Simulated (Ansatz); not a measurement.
Species: AsHF$_{3}$, charge 1, singlet. AsHF3+ (SMILES F[AsH+](F)F).
B3LYP-D3(BJ)/def2-TZVP minimum from Ansatz (a quantum-chemistry and plane-wave program):
```xyz
5

F     -0.8874    -1.2422    -0.3864
As     0.0003    -0.0030     0.2517
F      1.5228    -0.1404    -0.3758
F     -0.6365     1.3958    -0.3553
H      0.0018    -0.0208     1.7526
```
Charge +1, spin multiplicity 1.

Hartree-Fock and MP2 correlation energies in hartree (Ansatz). Open shells are spin-unrestricted; no spin-orbit coupling. Correlated methods leave the cores frozen (noble-gas shells, and filled d and f shells in the p block). No relativity.

```json
[
 {"basis": "cc-pVTZ", "X": "3", "E(HF)": "-2532.97053", "E(corr, MP2)": "-0.89368"},
 {"basis": "cc-pVQZ", "X": "4", "E(HF)": "-2533.00582", "E(corr, MP2)": "-0.97257"},
 {"basis": "cc-pV5Z", "X": "5", "E(HF)": "-2533.01346", "E(corr, MP2)": "withheld"}
]
```

Question: Fit E(corr) = E∞ + A/X³ to X = 3 and 4, predict X = 5, and compare with the run.

Answer: A = (-0.89368 - (-0.97257))/(1/27 - 1/64) = 3.6844; E∞ = -0.97257 - A/64 = -1.03014; at X = 5, E∞ + A/125 = -1.00066. The run gave -1.00684, 6.18 mEh below the prediction. The same form on X = 4 and 5 gives E∞ = -1.04280, 12.66 mEh below the first estimate.
